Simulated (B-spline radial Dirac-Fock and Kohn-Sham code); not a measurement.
# How the settings move the core levels of Sc²⁺

ΔSCF core binding energies without Breit or QED terms, calculated with a radial atomic solver. Keys: rel is the Hamiltonian (dirac, or spin-free x2c and nr, where L3 and M5 stand for the whole 2p and 3d shells), method is hf or an exchange,correlation pair (spin-unpolarised, also for the hole states), nuc the nuclear model, radius_factor scales its radius, rmax is the box in bohr, h the logarithmic mesh step, order the B-spline order, points the quadrature points per cell, c_factor scales the speed of light, and damp, ndamp, maxit and tol steer the iteration. The run stops when the commutator error falls below 10·tol·max(1, Z/10), or the numerical noise floor, and the energy has settled to about 1e-8 Ha; the virial ratio is −V/T.

Base input:

```json
{"items": [{"Z": 21, "q": 2, "cfg": [[1, 0, 2], [2, 0, 2], [2, 1, 6], [3, 0, 2], [3, 1, 6], [3, 2, 1]], "A": 45, "rrms": 3.5459, "do": "settings", "holes": ["K", "L3", "M5"],
  "settings": [{"rel": "dirac", "method": "hf", "nuc": "fermi", "radius_factor": 1.0, "rmax": 45.0, "h": 0.3, "order": 8, "points": 10, "c_factor": 1.0, "maxit": 60, "damp": 0.5, "ndamp": 3, "tol": 1e-08}]}]}
```

The ground state converged in 10 iterations, with total energy -762.73187 Ha, virial ratio 1.99044 and highest orbital energy -24.44 eV. ΔSCF binding energies: K (1s) 4523.3 eV, L3 (2p3/2) 428.1 eV. Holes are computed only in closed shells, and unreliable hole states are left out.

Changes from the base run:

```
                        changed setting  Δ total energy (Ha)  Δ K (eV)  Δ L3 (eV)  iterations
        h = 0.22; order = 9; damp = 0.2              0.00000      0.00       0.00          10
                               h = 0.22              0.00000      0.00       0.00          10
                            rmax = 60.0              0.00000      0.00       0.00          10
                            tol = 1e-06              0.00000      0.00       0.00           9
                            rel = "x2c"             +0.08641     -1.68      +1.50          10
                    radius_factor = 0.8             -0.00051     +0.01       0.00          10
method = "b88,lyp"; h = 0.22; order = 9                    ?         ?          ?           ?
```

Question: What does the change method = "b88,lyp"; h = 0.22; order = 9 do?

Answer: The total energy moves by -0.85824 Ha and the binding energies by K +15.87 eV, L3 +0.29 eV; the run takes 9 iterations.
